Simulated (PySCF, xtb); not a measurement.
Sn(OH)3 (H₃O₃Sn), SMILES [OH][Sn]([OH])[OH], multiplicity 2. Other conformers were not sampled.

Harmonic wavenumbers (cm⁻¹) from GFN2-xTB (xtb) at its own minimum, in rising order: 92, 96, 97, 237, 238, 293, 357, 383, 383, 615, 654, 655, 3636, 3636, 3643.

**Question.** What does PySCF with PBE0-D3(BJ)/def2-SVP give at its own minimum? (Estimate from the structure and the level; the computed values follow.)

**Answer.** 63, 64, 121, 198, 204, 204, 576, 592, 592, 799, 818, 819, 3862, 3862, 3864. Paired by order, the mean absolute difference is 138 cm⁻¹ and the zero-point energies are 21.5 and 23.8 kcal/mol.
